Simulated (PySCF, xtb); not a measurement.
B(Br)(OH)(NH2) (BBrH₃NO), SMILES B(N)(O)Br.

GFN2-xTB in xtb at its own geometry gives an orbital gap of 6.34 eV and a dipole moment of 4.47 D.

Geometry: ωB97X-D3(BJ)/def2-SVP. Other conformers were not sampled.

Question: What does HF/def2-TZVPD run with PySCF give? (Estimate from the structure and the level; the computed values follow.)

Answer: gap 12.28 eV (levels -11.17 and 1.11 eV), dipole 1.27 D.
